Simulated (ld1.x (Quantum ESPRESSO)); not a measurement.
What one change does to a pseudopotential (Cl, TM)

```json
{"Element": "chlorine", "Generator": "ld1.x (Quantum ESPRESSO) 7.5", "Type": "norm-conserving Troullier–Martins (Kleinman–Bylander form)", "Functional": "BP86", "Relativity": "fully relativistic", "Frozen core": "[Ne]", "Valence charge": "7", "Reference configuration": "3s2 3p5", "Partial waves": "3s (bound): rc 1.30 bohr; 3p (bound): rc 1.15 bohr; 3d channel at -0.1 Ry: rc 1.35 bohr", "Local potential": "the d channel", "Core correction": "Bessel-smoothed model core inside 1.15 bohr"}
```

Open shells are filled in proportion to 2j + 1 (rel_dist='average').

Change: wave 3s (bound): rc 1.30 bohr becomes 3s (bound): rc 1.00 bohr.

Cutoffs: the cutoffs (Ry, on a coarse ladder) from which the occupation-weighted sum of valence levels, in a spherical-Bessel basis at the reference potential, stays within 10 and 1 mRy of its value at 400 Ry; they do not see the model core or the augmentation charge, which bear on the density cutoff. Errors are all-electron minus pseudo energies relative to the spin-unpolarised reference configuration.

Q: Predict the effect on cutoff, ghosts and configuration errors.

A: The potential gets harder (70 Ry and 140 Ry → 120 Ry and 230 Ry); of the 7 tests that both files solve, the error grows in 2 and shrinks in 1 by more than 15 % and 0.3 meV (median size 6.7 → 7.6 meV); neither file shows a bound ghost. A smaller radius makes the pseudo-wave follow the all-electron one further in, where it bends more sharply, so more plane waves are needed.

| quantity | base | changed |
| --- | --- | --- |
| cutoff, loose | 70 Ry | 120 Ry |
| cutoff, tight | 140 Ry | 230 Ry |
| loose cutoff by channel (10 mRy a level) | s 30 Ry, p 15 Ry | s 70 Ry, p 15 Ry |
| bound ghosts | none | none |
| error for 3s2 3p4, meV [ΔE 13.96 eV] | +6.7 | +7.6 |
| error for 3s2 3p3, meV [ΔE 39.50 eV] | +40 | +47 |
| error for 3s2 3p2, meV [ΔE 77.90 eV] | +130 | +158 |
| error for 3s1 3p6, meV [ΔE 12.15 eV] | +1.4 | +0.9 |
| error for 3s2 3p5.3, meV [ΔE -2.17 eV] | +0.2 | +0.3 |
| error for 3s2 3p4.5, meV [ΔE 5.63 eV] | +1.4 | +1.5 |
| error for 3s1 3p5, meV [ΔE 26.68 eV] | +12 | +12 |
| s: phases at 1.51 bohr within 0.05 rad from the reference energy up to (Ry; the scan ends near 5) | 1.1 | 0.5 |
| p1/2: phases at 1.51 bohr within 0.05 rad from the reference energy up to (Ry; the scan ends near 5) | to the end of the scan | to the end of the scan |
| p3/2: phases at 1.51 bohr within 0.05 rad from the reference energy up to (Ry; the scan ends near 5) | to the end of the scan | to the end of the scan |
| d3/2: phases at 1.51 bohr within 0.05 rad from the reference energy up to (Ry; the scan ends near 5) | to the end of the scan | to the end of the scan |
| d5/2: phases at 1.51 bohr within 0.05 rad from the reference energy up to (Ry; the scan ends near 5) | to the end of the scan | to the end of the scan |
